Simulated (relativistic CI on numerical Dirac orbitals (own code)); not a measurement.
## The 15-electron sequence from P to Zn15+

Method of calculation: Dirac-Coulomb-Breit CI, separate exchange-only KLI orbitals for each configuration, QED by a radiative potential, valence Slater integrals scaled by 0.9, P86 correlation energy added to each configuration (own radial code, finite nucleus).

CI space (outside the closed core [Ne]): 3s²3p³, 3s3p⁴, 3s²3p²3d, 3p⁵, 3s3p³3d, 3s²3p3d², 3s²3d³, 3s3p3d³, 3p³3d², 3p²3d³. Double excitations out of closed p, d and f shells are left out; levels of such configurations are missing from the list, as are those of other unlisted configurations, and high levels can miss mixing partners.

Energies above each ion's lowest level, in cm⁻¹. Levels are followed by their leading LS label, which can pass from one level to another where the coupling changes.

```
  Ion  3s²3p³ ⁴S°3/2  3s²3p³ ²D°3/2  3s²3p³ ²D°5/2  3s²3p³ ²P°1/2  3s²3p³ ²P°3/2
    P            0.0        13258.3        13276.3        18527.5        18544.3
   S+            0.0        16416.7        16448.6        25320.8        25362.2
 Cl2+            0.0        19337.9        19403.7        30473.3        30562.9
 Ar3+            0.0        22130.9        22261.5        35201.0        35378.5
  K4+            0.0        24822.1        25065.1        39761.8        40089.5
 Ca5+            0.0        27417.0        27841.9        44239.5        44810.3
 Sc6+            0.0        29911.6        30615.7        48681.1        49626.4
 Ti7+            0.0        32297.3        33409.8        53122.5        54620.9
  V8+              ?              ?              ?              ?              ?
 Cr9+            0.0        36711.0        39167.6        62142.1        65506.4
Mn10+            0.0        38739.4        42198.6        66796.4        71600.1
Fe11+            0.0        40670.4        45388.9        71609.1        78279.9
Co12+            0.0        42544.7        48795.0        76638.8        85674.8
Ni13+            0.0        44428.6        52486.8        81957.1        93928.1
Cu14+            0.0        46418.7        56549.6        87650.6       103199.5
Zn15+            0.0        48644.2        61085.7        93822.8       113666.4
```

Q: Fill in the row of V8+.

A: 3s²3p³ ⁴S°3/2 0.0, 3s²3p³ ²D°3/2 34565.3, 3s²3p³ ²D°5/2 36250.3, 3s²3p³ ²P°1/2 57597.6, 3s²3p³ ²P°3/2 59882.1 (cm⁻¹).

The lowest level keeps the configuration 3s²3p³ and J = 3/2 throughout.

Between Z = 27 and 30 the energy of 3s²3p³ ²D°3/2 follows a local power law Z^1.3. For orientation: electrostatic splittings inside a shell grow about linearly with the screened charge, excitations that change n as its square, and fine structure as its fourth power; written in Z itself the exponents are larger, since the screened charge grows faster in proportion.

The members near neutrality are the least accurate: they can be off by several eV, miss lower levels of configurations outside the list, or start from a wrong lowest level.
